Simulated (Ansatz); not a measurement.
GaH6NOSi (`[NH2][GaH][O][SiH3]`). Charge 0, multiplicity 1.

```xyz
10

N     0.429   -2.166   -1.245
Ga    0.840   -0.835   -0.104
O    -0.459    0.386    0.000
Si   -0.799    1.775    0.771
H     1.025   -2.948   -1.446
H    -0.438   -2.196   -1.754
H     2.140   -0.692    0.725
H    -2.039    1.625    1.580
H     0.308    2.180    1.687
H    -1.008    2.872   -0.214
```

What are the harmonic wavenumbers in cm⁻¹ at PBE0-D4/def2-TZVP (Ansatz, finite differences of forces, unscaled)? (An estimate is asked.)

The calculation gave: 43, 60, 79, 179, 190, 390, 490, 516, 582, 726, 728, 739, 753, 954, 959, 992, 1046, 1556, 2048, 2186, 2208, 2214, 3626, 3736.

Is this a minimum?

Yes, all 24 modes are real.

Give the ideal-gas thermochemistry at 298.15 K and 1 bar (rigid rotor, harmonic oscillator; point group Cs, symmetry number 1).

Zero-point energy 161.5 kJ/mol; H(298) − E = 184.8 kJ/mol; entropy 375.0 J/(mol·K), of which translation 169.9, rotation 111.6, vibration 93.4; G(298) − E = 73.0 kJ/mol. Modes under 100 cm⁻¹ are hindered rotations or soft bends, so the harmonic entropy is rough.

Rotational constants (cm⁻¹)?

0.4845, 0.05248, 0.04815.
